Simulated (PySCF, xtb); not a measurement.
H8N2Si2, SMILES N[SiH]([SiH3])N. Other conformers were not sampled.

Harmonic wavenumbers (cm⁻¹) from xtb with GFN2-xTB at its own minimum, in rising order: 28, 137, 175, 197, 230, 262, 432, 440, 462, 558, 567, 646, 690, 795, 803, 815, 820, 825, 882, 908, 1528, 1534, 2093, 2197, 2204, 2210, 3464, 3479, 3508, 3515.

Problem. What does PySCF with PBE-D3(BJ)/def2-SVP give at its own minimum? (An estimate is asked for; the answer gives what the named calculation found.)

Solution. 89, 120, 171, 211, 250, 348, 389, 400, 428, 478, 482, 721, 727, 776, 813, 856, 875, 900, 904, 923, 1482, 1488, 2088, 2126, 2141, 2147, 3475, 3486, 3580, 3587. Paired by order, the mean absolute difference is 43 cm⁻¹ and the zero-point energies are 52.0 and 52.1 kcal/mol.
